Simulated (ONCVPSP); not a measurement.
**Reading a pseudo-wave (platinum (Pt))**

Columns: radius, all-electron u(r) and pseudo u(r) of the 5s shell (level -102.91 eV) of platinum in the configuration [Kr] 4d10 4f14 5s2 5p6 5d9 6s0.5 6p0.5; PBE, scalar-relativistic, ONCV scheme, ONCVPSP 4.0.1.

```csv
r (bohr),all-electron,pseudo
0.120,0.4142,0.2185
0.240,-0.2774,0.4326
0.360,-0.6480,0.6350
0.480,-0.0540,0.8137
0.600,0.6417,0.9540
0.720,1.0714,1.0417
0.840,1.2239,1.0685
0.960,1.1889,1.0344
1.080,1.0557,0.9492
1.200,0.8865,0.8291
1.320,0.7173,0.6932
1.440,0.5655,0.5582
1.560,0.4378,0.4365
1.680,0.3342,0.3341
1.800,0.2526,0.2525
1.920,0.1894,0.1893
2.040,0.1411,0.1411
2.160,0.1046,0.1046
2.280,0.0773,0.0773
2.400,0.0569,0.0569
2.520,0.0418,0.0418
2.640,0.0306,0.0306
2.760,0.0224,0.0224
2.880,0.0163,0.0163
3.000,0.0119,0.0119
3.120,0.0087,0.0087
```

(1) How many radial nodes do the two functions have?

(2) At about which radius was the pseudo-wave matched?

(3) Is the pseudo-wave norm-conserving?

## Answers

(1) The all-electron 5s function has n − l − 1 = 4 (the table is too coarse to show those close to the nucleus); the pseudo-wave has 0, since the states of the same l below it are removed with the core.

(2) 1.75 bohr, where the columns begin to agree (steps of 0.12 bohr).

(3) Yes: the ONCV scheme keeps the norm inside the radius equal to the all-electron one, which fixes the energy derivative of the logarithmic derivative at the level.
